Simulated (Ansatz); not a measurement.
Two isomers of C3H9NSi: A = `C=CN(C)[SiH3]`, B = `C[C@H]1N[Si@H]1C`.

Isolated molecules relaxed with PBE0-D4/def2-TZVP in Ansatz; ΔE leaves out vibrations. CCSD(T)/CBS is the MP2 limit (def2-TZVPP, def2-QZVPP) plus CCSD(T) − MP2 in def2-TZVPP, frozen cores. DFT in def2-TZVPP. B3LYP here is the variant with VWN-RPA as its local correlation; programs differ in this. One conformer a species, not always the lowest.

**Question.** Which isomer does CCSD(T)/CBS put lower? Give the gap. (Best estimate.)

**Answer.** Ansatz gave: B, by 0.2 kJ/mol. So small a gap doesn't settle the order.

**Question.** Give E(B) − E(A) in kJ/mol with ωB97M-V, B2PLYP, CCSD(T)/def2-TZVPP, B3LYP, B3LYP-D4, PBE0-D4, CCSD/def2-TZVPP. (Best estimate.)

**Answer.** Computed: ωB97M-V -4.7, B2PLYP 7.2, CCSD(T)/def2-TZVPP 3.9, B3LYP 11.0, B3LYP-D4 14.0, PBE0-D4 -10.1, CCSD/def2-TZVPP 5.1. The order is the other way round with B2PLYP, CCSD(T)/def2-TZVPP, B3LYP, B3LYP-D4, CCSD/def2-TZVPP.

Largest T1 diagnostic: 0.012.

The D4 term adds +3.0 kJ/mol with B3LYP and +1.5 kJ/mol with PBE0; it sums over pairs of atoms, weighted by their polarisabilities, and B3LYP, whose exchange is more repulsive, gets the larger term. In def2-TZVPP, CCSD(T) changes the Hartree–Fock value by −29.2 kJ/mol (the triples alone add −1.2 kJ/mol) and MP2 by −37.2 kJ/mol.
